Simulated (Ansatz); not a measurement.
B(CN)3 (BC₃N₃), 7 atoms. Hardware: 2 threads of AMD EPYC 7R13 on a shared host.

Correlated methods freeze 7 core orbitals.

**Question.** How many basis functions does each of these Ansatz runs have, and roughly what does it cost? B3LYP-D4/def2-TZVP, charge 1 doublet at the geometry of the charge 0 singlet, energy, from earlier orbitals; PBE0-D4/def2-TZVP, charge 1 doublet, energy, from earlier orbitals; PBE-D4/def2-TZVP, charge 1 doublet at the geometry of the charge 0 singlet, energy, from earlier orbitals; PBE0-D4/def2-TZVP, charge 0 singlet, energy and forces, from earlier orbitals; PBE-D4/def2-SVP, charge 0 singlet, energy, from earlier orbitals; HSE06-D4/def2-TZVP, charge 0 singlet, energy, from earlier orbitals; r2SCAN-D4/def2-TZVP, charge 0 triplet at the geometry of the charge 0 singlet, energy, from earlier orbitals; B3LYP-D4/def2-SVP, charge 0 singlet, frequencies; r2SCAN-D4/def2-TZVP, charge 0 singlet, energy, from earlier orbitals; PBE0-D4/def2-SVP, charge 0 singlet, energy, from earlier orbitals; HF/def2-TZVP, charge 0 singlet, energy, from earlier orbitals; RPA@PBE/def2-TZVP, charge 0 singlet, energy, from earlier orbitals.

**Answer.** Other jobs shared the machine, so times can vary by a factor of up to 3. A dash marks memory too small to be measured apart from the calling script's.

```json
{"run": "PBE-D4/def2-SVP, charge 0 singlet, energy, from earlier orbitals", "functions": "98", "fitting or Cholesky vectors": "1144", "wall time": "1.1 s", "peak host memory (GiB)": "–"}
{"run": "PBE0-D4/def2-SVP, charge 0 singlet, energy, from earlier orbitals", "functions": "98", "fitting or Cholesky vectors": "1144", "wall time": "1.2 s", "peak host memory (GiB)": "–"}
{"run": "HF/def2-TZVP, charge 0 singlet, energy, from earlier orbitals", "functions": "217", "fitting or Cholesky vectors": "1470", "wall time": "2.4 s", "peak host memory (GiB)": "–"}
{"run": "r2SCAN-D4/def2-TZVP, charge 0 singlet, energy, from earlier orbitals", "functions": "217", "fitting or Cholesky vectors": "1174", "wall time": "3.3 s", "peak host memory (GiB)": "–"}
{"run": "HSE06-D4/def2-TZVP, charge 0 singlet, energy, from earlier orbitals", "functions": "217", "fitting or Cholesky vectors": "1174", "wall time": "4.1 s", "peak host memory (GiB)": "–"}
{"run": "PBE0-D4/def2-TZVP, charge 0 singlet, energy and forces, from earlier orbitals", "functions": "217", "fitting or Cholesky vectors": "1174", "wall time": "4.8 s", "peak host memory (GiB)": "–"}
{"run": "RPA@PBE/def2-TZVP, charge 0 singlet, energy, from earlier orbitals", "functions": "217", "fitting or Cholesky vectors": "1375", "wall time": "6 s", "peak host memory (GiB)": "–"}
{"run": "B3LYP-D4/def2-TZVP, charge 1 doublet at the geometry of the charge 0 singlet, energy, from earlier orbitals", "functions": "217", "fitting or Cholesky vectors": "1174", "wall time": "17 s", "peak host memory (GiB)": "0.84"}
{"run": "PBE-D4/def2-TZVP, charge 1 doublet at the geometry of the charge 0 singlet, energy, from earlier orbitals", "functions": "217", "fitting or Cholesky vectors": "1174", "wall time": "18 s", "peak host memory (GiB)": "0.56"}
{"run": "PBE0-D4/def2-TZVP, charge 1 doublet, energy, from earlier orbitals", "functions": "217", "fitting or Cholesky vectors": "1174", "wall time": "19 s", "peak host memory (GiB)": "0.84"}
{"run": "r2SCAN-D4/def2-TZVP, charge 0 triplet at the geometry of the charge 0 singlet, energy, from earlier orbitals", "functions": "217", "fitting or Cholesky vectors": "1174", "wall time": "26 s", "peak host memory (GiB)": "0.61"}
{"run": "B3LYP-D4/def2-SVP, charge 0 singlet, frequencies", "functions": "98", "fitting or Cholesky vectors": "1139", "wall time": "63 s", "peak host memory (GiB)": "–"}
```
